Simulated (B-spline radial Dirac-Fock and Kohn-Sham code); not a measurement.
A summary of the ionisation energies of selenium (Z = 34) against charge, from ΔSCF Dirac-Fock with Breit, self-energy and vacuum polarisation, finite nucleus, configuration average and from the NIST table. The largest relative steps of the computed values, from charge +5 on, come at Se⁶⁺ (28 electrons left, 80.72 to 153.6 eV); Se¹⁶⁺ (18 electrons left, 516.2 to 652.2 eV); Se²⁴⁺ (10 electrons left, 1035.6 to 2551.4 eV); Se³²⁺ (2 electrons left, 3636.4 to 15365.8 eV). The median of |NIST − computed| / NIST over the 34 ions is 0.78 %.

```tsv
charge	computed (eV)	NIST (eV)
0	9.91	9.752368
2	30.20	31.697
4	65.56	68.3
6	153.6	155.327
8	221.7	219
10	297.3	291
12	379.8	383
14	469.1	473
16	652.2	650.5
18	743.0	739.8
20	837.5	845.8
22	984.8	989.6
24	2551.4	2540.7
26	2831.3	2820
28	3122.9	3146
30	3499.7	3507
32	15365.8	15367.49
```
